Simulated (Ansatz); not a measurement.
One geometry of Ga₂H₂⁺, several levels of theory.

```yaml
crystal:
  periodic: [false, false, false]
  atoms:
    - {symbol: Ga, position_ang: [0.702690, 1.071125, -0.098605]}
    - {symbol: Ga, position_ang: [-0.703886, -1.071426, 0.103397]}
    - {symbol: H, position_ang: [-0.631085, -2.647420, -0.034847]}
    - {symbol: H, position_ang: [0.632281, 2.647720, 0.030055]}
basis:
  gaussian: {orbitals: def2-SVP, initial_orbitals: start.molden}
total_charge: 1
magnetization: {spin_polarized: true, initial_magnetization: 1}
hamiltonian: {xc: pbe0, dispersion: d4}
scf: {omitted_lower_state_checks: [starts]}
output: {orbitals: {seedname: orbitals}}
```

The file start.molden holds the orbitals of an earlier run on this structure, at another level or in another basis.

```sh
$ ansatz run in.yaml --threads 4 --pin off --events-out ev --progress --plain --max-ram 3916MiB
```

It prints (some lines left out):

```
Functional definition: PBE0
748 factors; integrals over basis functions are off by at most 8.1e-4 eV
mean field evaluation 1: about -104752.6865 eV, gradient 2.0e0 eV
mean field evaluation 2: about -104752.6958 eV, gradient 1.0e-2 eV
mean field evaluation 4: about -104752.7038 eV, gradient 2.5e-5 eV
mean field evaluation 8: about -104752.7038 eV, gradient 3.9e-5 eV
mean field -104752.70378485 eV, -3849.5908601604 hartree, gradient 3.9e-5 eV, S^2 0.761947; 0 other end points of the search recorded, 0 dependent functions left out
reference -104752.70381487 eV, -3849.5908612634 hartree; 32, 31 occupied and 42, 43 virtual orbitals, 748 factors
Total energy: -104752.74679471 eV, -3849.5924407437 hartree
Checks for a lower state left out: starts
```

It took 1 s on 4 threads of Arm Neoverse V1 on a shared host.

First input, but with `gaussian: {orbitals: def2-TZVPP, initial_orbitals: start.molden}`, `correlation: {method: ccsd_t}`, `scf: {omitted_lower_state_checks: [starts, cluster_reference]}` and without the key `hamiltonian` (abridged; 25 s):

```
Functional definition: HF
mean field -104692.75205233 eV, -3847.3876746272 hartree, gradient 1.9e-6 eV, S^2 0.810194
18 core orbitals not correlated: weight in the atoms' cores, before any rotation towards them, 1.000 or more for the frozen orbitals, at most 0.000 for the correlated occupied ones
second order -10.66964807 eV of doubles, -0.00000000 eV of singles
cycle   1  -10.29390861 eV  change    3.8e-1 eV  update   1.1e-1
cycle   2  -10.85151178 eV  change   -5.6e-1 eV  update   4.0e-2
cycle   3  -10.94508435 eV  change   -9.4e-2 eV  update   2.2e-2
cycle   4  -10.93986588 eV  change    5.2e-3 eV  update   7.8e-3
cycle   5  -10.94437423 eV  change   -4.5e-3 eV  update   3.1e-3
cycle   6  -10.94462314 eV  change   -2.5e-4 eV  update   1.2e-3
cycle   7  -10.94436610 eV  change    2.6e-4 eV  update   4.2e-4
cycle   8  -10.94452696 eV  change   -1.6e-4 eV  update   1.8e-4
cycle   9  -10.94456003 eV  change   -3.3e-5 eV  update   6.6e-5
cycle  10  -10.94451556 eV  change    4.4e-5 eV  update   2.8e-5
cycle  11  -10.94453655 eV  change   -2.1e-5 eV  update   1.2e-5
perturbative correction -0.44508042 eV, -0.0163564038 hartree
Total energy: -104704.14166930 eV, -3847.8062353305 hartree
Checks for a lower state left out: starts, cluster_reference
```

The first input with `gaussian: {orbitals: def2-TZVP, initial_orbitals: start.molden}`, `hamiltonian: {xc: {name: BLYP}, dispersion: d4}` (abridged; 1.1 s):

```
Functional definition: BLYP
mean field -104784.10793203 eV, -3850.7449412828 hartree, gradient 2.5e-5 eV, S^2 0.754065
Total energy: -104784.21112235 eV, -3850.7487334570 hartree
Checks for a lower state left out: starts
```

First input, but with `gaussian: {orbitals: def2-TZVP, initial_orbitals: start.molden}`, `hamiltonian: {xc: hf}` (abridged; 0.8 s):

```
Functional definition: HF
mean field -104692.74362651 eV, -3847.3873649840 hartree, gradient 6.9e-6 eV, S^2 0.809925
Total energy: -104692.74362651 eV, -3847.3873649840 hartree
Checks for a lower state left out: starts
```

As the first input, with `gaussian: {orbitals: def2-TZVP, initial_orbitals: start.molden}`, `output: {forces: true, orbitals: {seedname: orbitals}}` and without the key `scf` (abridged; 2.7 s):

```
Functional definition: PBE0
mean field evaluation 16: about -104766.1706 eV, gradient 3.4e-2 eV
mean field -104766.17065089 eV, -3850.0857583593 hartree, gradient 1.2e-5 eV, S^2 0.762518; 3 other end points of the search recorded, 0 dependent functions left out
Total energy: -104766.21366134 eV, -3850.0873389641 hartree
Atom 0 force    -0.074938     0.093547     0.024065 eV/Å
Atom 1 force     0.075231    -0.097088    -0.028153 eV/Å
Atom 2 force    -0.006392     0.209055     0.018789 eV/Å
Atom 3 force     0.006099    -0.205514    -0.014701 eV/Å
Dipole moment:     0.000503     0.000723     0.000730 e Å
```

As the first input, with `gaussian: {orbitals: def2-TZVP, initial_orbitals: start.molden}`, `hamiltonian: {xc: lda}` (abridged; 0.6 s):

```
Functional definition: SPW92
mean field -104614.43154516 eV, -3844.5094490759 hartree, gradient 2.4e-5 eV, S^2 0.752049
Total energy: -104614.43158093 eV, -3844.5094503907 hartree
Checks for a lower state left out: starts
```

The first input with `gaussian: {orbitals: def2-TZVP, initial_orbitals: start.molden}`, `correlation: {method: mp2}` and without the key `hamiltonian` (abridged; 0.9 s):

```
Functional definition: HF
mean field -104692.74362651 eV, -3847.3873649840 hartree, gradient 2.3e-6 eV, S^2 0.809925
18 core orbitals not correlated: weight in the atoms' cores, before any rotation towards them, 1.000 or more for the frozen orbitals, at most 0.000 for the correlated occupied ones
second order -10.50270614 eV of doubles, -0.00000000 eV of singles
Total energy: -104703.24633265 eV, -3847.7733323156 hartree
Checks for a lower state left out: starts
```

Geometry: PBE-D4/def2-TZVP.

Correlated methods freeze 18 core orbitals; core or outer-core shells of Ga are correlated, in sets that lack core-valence functions. The structure comes from a short search, and lower isomers may exist.
